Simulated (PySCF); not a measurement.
Compound: Cu(PH3)F (singlet state).
SMILES: `[F][Cu]<-[PH3]`

The calculation used PBE0-D3(BJ)/def2-SVP geometry optimisation, gas phase (PySCF).

Masses are those of the commonest isotopes; rigid-rotor values at the optimised geometry. 

(1) Give the principal moments of inertia and the rotational constants in cm⁻¹.

(2) Classify the top.

(3) Where do the R-branch lines fall?

Results:

(1) Ia = 4.62, Ib = 212.06, Ic = 212.06 u·Å²; 505379 MHz·u·Å²/I gives 109337, 2383 and 2383 MHz, that is A = 3.64709, B = 0.07950, C = 0.07950 cm⁻¹.

(2) A prolate symmetric top, as the point group C3v requires two equal moments; Ray's κ = -1.000.

(3) The dipole of 7.24 D lies along the symmetry axis, so ΔK = 0 and J+1 ← J falls at 2B(J+1) for every K: 4.77 GHz, 9.53 GHz, 14.30 GHz, 19.07 GHz, 23.83 GHz for J = 0 to 4.

Not checked by PBE0-D3(BJ)/def2-SVP frequencies. These are rigid-rotor constants of the computed structure; measured ground-state constants (B0) also hold zero-point vibration.

The run took 8.7 s of wall time on an Arm Neoverse V1 with one thread, shared host. That covers the optimisation of the geometry.
